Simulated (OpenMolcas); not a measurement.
# Ce3+: ligand-field states by method

Ce3+ with 6 ligands (bromide) in trigonal antiprismatic coordination (D3d) at 2.92 Å, a polar angle of 57.5° against the regular 54.74°. A charge of +0.5 e stands 2.6 Å behind each ligand. Ligand basis ANO-RCC-VDZP.
```
Ce    0.0000    0.0000    0.0000
Br    0.0000    2.4619    1.5701
Br   -2.1321   -1.2310    1.5701
Br    2.1321   -1.2310    1.5701
Br    0.0000   -2.4619   -1.5701
Br    2.1321    1.2310   -1.5701
Br   -2.1321    1.2310   -1.5701
```

```json
{
  "Program": "OpenMolcas 26.06",
  "Basis": "ANO-RCC-VDZP [7s6p4d2f1g]",
  "Scalar Hamiltonian": "DKH2, point nucleus",
  "Active space": "1 electron in 7 orbitals (4f)",
  "State averaging": "2S+1 = 2 odd, 7 roots",
  "Spin-orbit coupling": "state interaction with AMFI integrals over the reference wave functions"
}
```

I. CASSCF
II. SS-CASPT2, IPEA 0.25 Eh, imaginary shift 0.1 Eh (closed shells correlated: 5s 5p and the ligand valence shells)

Spin-free states (labels of D3, the rotations of D3d) in cm-1, each column counted from its own energy of the first state listed:

| State | Degeneracy | I | II |
| --- | --- | --- | --- |
| 2A2 | 1 | 0 | 0 |
| 2E | 2 | 157 | -20 |
| 2A1 | 1 | 272 | 360 |
| 2E | 2 | 579 | 470 |
| 2A2 | 1 | 718 | 790 |

II puts a state of multiplicity 2 lowest, 20 cm-1 below that state.

With spin-orbit coupling the lowest J multiplet is 391 (I), 490 (II) cm-1 wide, a factor of 1.25 from I to II.

χT at 300 K: I 0.70, II 0.70 cm3 K/mol.

Roots that are degenerate in the reference are averaged as groups; the widest CASPT2 spread within a group is 17 cm-1 (the 2-fold group of multiplicity 2 near 0 cm-1 above the lowest state of its run, II). Shifts and gaps below about the spread of the groups concerned are not significant. Over all roots computed the reference weight is 0.69 in II; a low but even weight reflects the number of correlated electrons. Splittings of an f shell from a small cluster at a set distance can be off by tens of per cent, mostly too small (holds for II). No measured value stands beside these numbers; the geometry was imposed, not optimised, and the real ion may take another.
